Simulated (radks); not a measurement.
Values are calculated unless marked as measured or tabulated.
Species: Li. Configuration: 1s1 2s1 3d1 (not the ground configuration). Level of theory: scalar-relativistic Kohn-Sham, PBE, spin-polarised, spherical densities, finite nucleus; open shells are filled with parallel spins first; Fermi nuclear charge, rms radius 2.444 fm (a radial shooting solver on a logarithmic mesh with Libxc functionals).

Normalised radial functions P(r) = r R(r), r in bohr:

```
   r/bohr * 1s up, o 2s up (the largest magnitude, 1.26, reaches the edge; | marks zero, & curves that meet)
  0.01887                             |o  *
  0.02705                             |o    *
  0.03846                             | o     *
  0.05513                             |  o      *
  0.07902                             |   o         *
   0.1124                             |    o            *
    0.161                             |     o               *
   0.2308                             |     o                  *
   0.3309                             |     o                    *
   0.4705                             |   o                    *
   0.6743                             |o                  *
   0.9665                        o    |           *
    1.374                  o          |    *
     1.97               o             |*
    2.823                 o           *
    4.047                      o      *
    5.754                           o *
    8.248                             &
    11.82                             &
    16.81                             &
    24.09                             &
```

1s up: eigenvalue -87.013 eV, 0 radial nodes, <r> = 0.509 bohr, 90 % of the charge inside 0.908 bohr. 2s up: eigenvalue -9.861 eV, 1 radial node at r = 0.701 bohr, <r> = 2.50 bohr, 90 % of the charge inside 3.84 bohr.
